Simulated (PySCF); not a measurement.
Screening by computed properties: pick the candidate that meets the target.

Each SMILES stands for a single optimised conformer of the isolated species, non-relativistic unless stated. Electronic properties by PySCF.

Dipoles, sizes and rotational constants follow the conformer. The torsions of the flexible species, by atom-mapped SMILES:
- `[CH3:1][S:2](=[O:3])(=[O:4])[c:5]1[cH:6][cH:7][n:8][cH:9][cH:10]1`: C1–S2–C5–C6 90°
- `[CH2:1]=[CH:2][S:3][Si@@H:4]([NH:5][CH3:6])[S:7][CH3:8]`: C1–C2–S3–Si4 175°, C2–S3–Si4–N5 52°, S3–Si4–N5–C6 -178°, S3–Si4–S7–C8 42°
- `[CH3:1][O:2][CH2:3][CH2:4][Si@H:5]([CH3:6])[CH:7]([CH3:8])[CH3:9]`: C1–O2–C3–C4 174°, O2–C3–C4–Si5 -43°, C3–C4–Si5–C6 -47°, C4–Si5–C7–C8 -59°
- `[CH:1]#[C:2][CH2:3][CH2:4][F:5]`: C2–C3–C4–F5 180°
- `[N:1]#[C:2][CH2:3][Si@@H:4]([SiH3:5])[SiH2:6][CH2:7][SiH3:8]`: C2–C3–Si4–Si5 -70°, C3–Si4–Si6–C7 -76°, Si4–Si6–C7–Si8 179°
- `[N:1]#[C:2][C@@H:3]([SiH3:4])[CH2:5][c:6]1[cH:7][cH:8][cH:9][o:10]1`: C2–C3–C5–C6 -178°, C3–C5–C6–C7 120°

(1) Wanted: HOMO energy below -8.1 eV (PBE0/pcSseg-1) and HOMO–LUMO gap above 6.3 eV (PBE0/pcSseg-1), at GFN2-xTB geometries. Which candidate meets both?
A. `N#CC[Si@@H]([SiH3])[SiH2]C[SiH3]`
B. `FCCC#C`
C. `CS(=O)(=O)C1=CC=NC=C1`
D. `N#C[C@@H]([SiH3])CC1=CC=CO1`
E. `COCC[Si@H](C)C(C)C`
F. `C=CS[Si@H](SC)NC`

Answers

(1) A. Computed values:
| species | HOMO energy | HOMO–LUMO gap |
| --- | --- | --- |
| N#CC[Si@@H]([SiH3])[SiH2]C[SiH3] | -8.18 eV | 7.30 eV |
| FCCC#C | -8.07 eV | 9.03 eV |
| CS(=O)(=O)C1=CC=NC=C1 | -7.93 eV | 6.09 eV |
| COCC[Si@H](C)C(C)C | -7.45 eV | 8.66 eV |
| N#C[C@@H]([SiH3])CC1=CC=CO1 | -6.88 eV | 6.64 eV |
| C=CS[Si@H](SC)NC | -6.54 eV | 6.42 eV |
